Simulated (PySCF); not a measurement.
Compound: C₅H₅O₂Si (charge -1).
Atom-mapped SMILES: `[O:1]=[CH:2][C:3]1=[CH:4][CH:5]=[C:6]([O-:7])[SiH2:8]1` (hydrogens: H9 on C2; H10 on C4; H11 on C5; H12, H13 on Si8)

Method: PBE0-D3(BJ)/def2-SVP geometry optimisation, gas phase in PySCF 2.14.0.

(1) List the bond lengths, angles and torsions at this level.

Answers

(1) 
```csv
bond,length (Å),order
O1=C2,1.229,double
C2–C3,1.419,single
C3=C4,1.410,double
C4–C5,1.396,single
C5=C6,1.442,double
C6–O7,1.231,single
C6–Si8,1.968,single
C3–Si8,1.850,single
C2–H9,1.135,single
C4–H10,1.102,single
C5–H11,1.095,single
"Si8–H12, Si8–H13",1.504,single
```

Bonds in one row agree within 0.01 Å and their mean is given. Orders are formal, as drawn. A selection of angles:
```csv
angle,degrees
O1–C2–C3,128.6
O1–C2–H9,118.8
C3–C2–H9,112.6
C2–C3–C4,122.7
C2–C3–Si8,131.8
C4–C3–Si8,105.4
C3–C4–C5,121.8
C3–C4–H10,118.6
C5–C4–H10,119.6
C4–C5–C6,115.8
C4–C5–H11,123.1
C6–C5–H11,121.1
C5–C6–O7,127.7
C5–C6–Si8,103.9
O7–C6–Si8,128.4
C6–Si8–H12,112.3
C3–Si8–C6,93.0
C3–Si8–H12,116.6
H12–Si8–H13,105.8
```

Dihedral angles: O1–C2–C3–C4 180° (antiperiplanar); C2–C3–C4–C5 180° (antiperiplanar); C3–C4–C5–C6 0° (synperiplanar); C4–C5–C6–O7 180° (antiperiplanar); C5–C6–Si8–C3 0° (synperiplanar); C2–C3–Si8–C6 180° (antiperiplanar).

The 5-membered ring C3–C4–C5–C6–Si8 has internal angles of 93.0° to 121.8° (sum 540°, against 540° for a flat polygon); it is planar, 0.00 Å rms from its mean plane, widest ring torsion 0°. Si8 (SiH2 silicon) has angles from 93.0° to 116.7°. C6 (vinylic carbon bearing oxygen) is planar (angles 128.4°, 127.7° and 103.9°, sum 360.0°, 0.00 Å off the plane of its three neighbours). Of the pairs four or more bonds apart, H9···H10 is among the closest relative to their van der Waals radii: 2.36 Å, 99 % of the sum of Bondi's values. The 8 heavy atoms lie in one plane (0.001 Å rms). C4 (alkene CH carbon) is planar (angles 121.8°, 119.6° and 118.6°, sum 360.0°, 0.00 Å off the plane of its three neighbours). C5 (carbon bonded to 2 C and H) is planar (angles 123.1°, 121.1° and 115.8°, sum 360.0°, 0.00 Å off the plane of its three neighbours).

Point group: Cs (every atom within 0.08 Å of its image). Whether it is a minimum is left open (no frequencies). The geometry's basis has no diffuse functions, a weakness for an anion.

One conformer stands for the species.
